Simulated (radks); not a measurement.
The fluorine anion F-, [Ne], held by a Watson sphere: a shell of charge +1 at radius R that stands for the Madelung well of a crystal (potential energy -1/R inside, -1/r outside, in hartree with lengths in bohr). Calculated with a radial shooting solver on a logarithmic mesh with Libxc functionals: scalar-relativistic Kohn-Sham, r2SCAN, spin-polarised, spherical densities, finite nucleus; meta-GGA in the generalised Kohn-Sham scheme; Fermi nuclear charge, rms radius of each element as measured or else 0.836 A^(1/3) + 0.57 fm.

R (bohr)  e(1s) (eV)  e(2s) (eV)  e(2p) (eV)  <r> 2p (bohr)  sum of <r^2> (bohr^2)  X-ray form factor at sin(theta)/lambda = 0.3 1/angstrom
1.59         -665.46     -30.635     -10.839          1.172                  13.69                                                    5.191
1.8          -665.23     -29.802     -10.133          1.193                  14.19                                                    5.146
2.07         -664.80     -28.847      -9.283          1.214                  14.76                                                    5.109
2.24         -664.48     -28.309      -8.787          1.226                  15.07                                                    5.094
2.39         -664.20     -27.872      -8.375          1.235                  15.32                                                    5.084
